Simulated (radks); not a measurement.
Dynamic dipole polarisability and lines of the technetium ion Tc13+, [Ar] 3d10 4s2. Method: scalar-relativistic Kohn-Sham, PBE, spin-polarised, spherical densities, finite nucleus; Fermi nuclear charge, rms radius of each element as measured or else 0.836 A^(1/3) + 0.57 fm; computed with a radial shooting solver on a logarithmic mesh with Libxc functionals. Time-dependent linear response with the Hartree and adiabatic LDA kernel, continuum included through the Sternheimer equations, no spin-orbit coupling, so fine structure and intercombination lines are absent. Lines are the poles of the dipole polarisability below minus the highest occupied eigenvalue, found on a grid refined at the orbital gaps; the lowest seven at most are given, and weak or close lines can be missed. The first line takes the name of the lowest orbital gap if no other gap lies below it; otherwise a line is named after a gap within 0.6 % of it, if that gap stands alone.

| photon energy (eV) | alpha (bohr^3) |
|---|---|
| 0 | 0.6859 |
| 24.981 | 1.084 |
| 54.959 | -0.6411 |
| 84.936 | -0.1103 |
| 114.91 | -0.01018 |
| 144.89 | 0.06467 |

Lines (eV, oscillator strength): 40.030 (30.97 nm, 4s-4p), f = 1.35; 156.02 (7.946 nm, 4s-5p), f = 0.229; 211.29 (5.868 nm, 4s-6p), f = 0.0825; 240.12 (5.164 nm, 4s-7p), f = 0.0365; 249.21 (4.975 nm, unassigned), f = 0.473; 257.28 (4.819 nm, 4s-8p), f = 0.0287. Higher lines, where found, are left out when the end of the mesh affects them. Those listed give 93 % of the static polarisability (sum of f/w^2). Orbital energy gaps for comparison: 4s-4p 33.459 eV; 4s-5p 156.33 eV; 4s-6p 211.43 eV; 4s-7p 240.19 eV; 3d-4p 246.69 eV.
